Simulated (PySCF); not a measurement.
## `InChI=1S/C7H14As2/c1-3-6(2)7(9)4-5-8/h1,6-7H,4-5,8-9H2,2H3/t6-,7+/m1/s1`

Geometry:
```csv
atom,x (Å),y (Å),z (Å)
C1,-2.806,1.705,-0.784
C2,-2.186,0.986,-0.053
C3,-1.416,0.097,0.800
C4,-2.198,-1.197,1.037
C5,-0.033,-0.153,0.171
As6,-0.188,-0.619,-1.776
C7,0.839,1.092,0.330
C8,2.276,0.881,-0.131
As9,3.187,-0.571,0.882
H10,-3.367,2.348,-1.396
H11,-1.273,0.594,1.771
H12,-2.422,-1.686,0.089
H13,-1.620,-1.877,1.660
H14,-3.140,-0.982,1.538
H15,0.445,-0.985,0.713
H16,1.106,-1.397,-1.801
H17,-0.895,-1.924,-1.545
H18,0.383,1.917,-0.235
H19,0.852,1.392,1.387
H20,2.308,0.676,-1.206
H21,2.843,1.802,0.044
H22,2.817,-1.672,-0.078
H23,4.482,-0.400,0.142
```

The calculation used GIAO wB97X-D/pcSseg-1 magnetisability, rotational g tensor and spin-rotation constants, non-relativistic, gas phase (PySCF). Geometry: GFN2-xTB.

The calculation is non-relativistic, which matters for the atoms heavier than Zn.

Give the nuclear spin-rotation constants along the inertial axes (H = +C I·J) beside the isotropic shieldings.

Rotational constants 1.2374, 0.3983, 0.3616 GHz. A star marks the isotopologue with that one atom substituted, in its own axes.
| atom | isotope | Caa (kHz) | Cbb (kHz) | Ccc (kHz) | mean (kHz) | σ (ppm) |
| --- | --- | --- | --- | --- | --- | --- |
| As6 | 75As | 1.528 | 0.402 | 0.464 | 0.798 | 1753.1 |
| As9 | 75As | 1.396 | 0.523 | 0.412 | 0.777 | 1736.2 |
| H10 | 1H | -0.050 | -0.044 | -0.023 | -0.039 | 30.1 |
| H11 | 1H | -0.112 | 0.006 | -0.039 | -0.048 | 29.4 |
| H12 | 1H | -0.112 | -0.003 | -0.035 | -0.050 | 30.2 |
| H13 | 1H | -0.048 | -0.045 | -0.020 | -0.037 | 30.8 |
| H14 | 1H | -0.052 | -0.018 | -0.039 | -0.036 | 30.3 |
| H15 | 1H | -0.059 | -0.047 | -0.008 | -0.038 | 29.9 |
| H16 | 1H | -0.008 | -0.032 | -0.032 | -0.024 | 28.9 |
| H17 | 1H | -0.109 | -0.041 | 0.005 | -0.048 | 28.8 |
| H18 | 1H | -0.071 | -0.043 | -0.004 | -0.039 | 29.3 |
| H19 | 1H | -0.124 | 0.008 | -0.041 | -0.052 | 30.2 |
| H20 | 1H | -0.120 | 0.008 | -0.040 | -0.051 | 29.8 |
| H21 | 1H | -0.104 | -0.040 | -0.005 | -0.050 | 30.3 |
| H22 | 1H | -0.108 | -0.012 | -0.020 | -0.047 | 28.6 |
| H23 | 1H | -0.055 | -0.021 | -0.030 | -0.035 | 28.9 |
| C1 | 13C* | 0.229 | 0.122 | 0.080 | 0.143 | 105.9 |
| C2 | 13C* | 0.206 | 0.148 | 0.081 | 0.145 | 95.2 |
| C3 | 13C* | 0.199 | 0.062 | 0.065 | 0.108 | 153.0 |
| C4 | 13C* | 0.187 | 0.069 | 0.046 | 0.101 | 162.6 |
| C5 | 13C* | 0.196 | 0.074 | 0.068 | 0.113 | 145.4 |
| C7 | 13C* | 0.221 | 0.065 | 0.065 | 0.117 | 147.9 |
| C8 | 13C* | 0.168 | 0.060 | 0.050 | 0.093 | 169.0 |

For the geometry as given, no vibrational averaging.
